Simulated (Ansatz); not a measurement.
`C[S][SnH2][CH3]` + `S[SiH2][SiH2][GeH3]` → `[CH3][SnH2][SiH2]S` + `CS[SiH2][GeH3]`  (redistribution)

Gas-phase electronic energies from Ansatz, PBE0-D4/def2-TZVP geometries. CCSD(T)/CBS is the MP2 limit (def2-TZVPP, def2-QZVPP) plus CCSD(T) − MP2 in def2-TZVPP, frozen cores. Functionals use def2-TZVPP. B3LYP here is the variant with VWN-RPA as its local correlation; programs differ in this. Elements past krypton have def2 core potentials. For Ge, Sn outer-core shells are correlated without core-valence functions, which leaves a few kJ/mol of doubt a bond. Scalar relativity is left out up to krypton. Each species was taken in one conformer, which may not be the lowest.

`C[S][SnH2][CH3]`:

```xyz
12

C     0.976    1.370    1.375
S     0.356    1.924   -0.240
Sn    0.135   -0.202   -1.332
C    -1.340   -1.372   -0.316
H     0.244    0.755    1.899
H     1.915    0.824    1.278
H     1.157    2.268    1.966
H     1.657   -0.988   -1.270
H    -0.318    0.142   -2.941
H    -2.287   -0.834   -0.308
H    -1.024   -1.557    0.711
H    -1.472   -2.329   -0.823
```

`S[SiH2][SiH2][GeH3]`:

Z-matrix (Å, degrees):
```
Si
Si 1 2.336
S 1 2.145 2 109.7
H 1 1.486 2 112.5 3 115.5
H 1 1.489 2 110.1 3 -123.2
Ge 2 2.381 1 108.8 3 58.2
H 2 1.488 1 109.4 3 -61.5
H 2 1.490 1 111.0 3 178.3
H 3 1.344 1 95.0 2 -52.3
H 6 1.538 2 110.1 1 63.8
H 6 1.537 2 111.7 1 -175.3
H 6 1.540 2 110.1 1 -55.1
```

`[CH3][SnH2][SiH2]S`:

Cartesian coordinates in Å:
```
C -0.311 0.021 2.053
Sn -0.939 -0.626 0.110
Si 0.966 -0.253 -1.567
S 1.499 1.829 -1.613
H 0.484 -0.627 2.420
H -1.151 -0.014 2.747
H 0.063 1.043 1.991
H -2.287 0.308 -0.389
H -1.427 -2.267 0.166
H 2.217 -0.923 -1.122
H 0.632 -0.754 -2.929
H 0.253 2.265 -1.867
```

`CS[SiH2][GeH3]`:

```xyz
12

C    -0.504   -1.039    1.781
S    -0.999   -1.677    0.155
Si   -0.898    0.118   -0.987
Ge    1.321    0.975   -1.120
H     0.510   -0.642    1.760
H    -0.538   -1.882    2.470
H    -1.197   -0.271    2.127
H    -1.795    1.157   -0.405
H    -1.386   -0.248   -2.342
H     2.232   -0.015   -1.864
H     1.905    1.199    0.287
H     1.349    2.325   -1.859
```

```
             level  ΔE (kJ/mol)  difference from CCSD(T)/CBS
            PBE-D4        -13.4                          0.0
         r2SCAN-D4        -14.5                         -1.1
           PBE0-D4        -14.2                         -0.8
          B3LYP-D4        -14.1                         -0.7
           ωB97X-V        -13.6                         -0.2
           ωB97M-V        -17.6                         -4.2
            B2PLYP        -15.4                         -2.0
               PBE        -14.3                         -0.9
            r2SCAN        -14.7                         -1.3
              PBE0        -14.9                         -1.5
             B3LYP        -15.3                         -1.9
     HF/def2-TZVPP        -13.6                         -0.2
    MP2/def2-TZVPP        -16.8                         -3.4
SCS-MP2/def2-TZVPP        -15.5                         -2.1
   CCSD/def2-TZVPP        -13.9                         -0.5
CCSD(T)/def2-TZVPP        -13.2                          0.2
     HF/def2-QZVPP        -13.1                          0.3
    MP2/def2-QZVPP        -16.7                         -3.3
SCS-MP2/def2-QZVPP        -15.3                         -1.9
      HF/CBS(def2)        -13.0                          0.4
     MP2/CBS(def2)        -16.9                         -3.5
    CCSD/CBS(def2)        -14.1                         -0.7
       CCSD(T)/CBS        -13.4                            0
```

Largest T1 diagnostic among the species: 0.012.
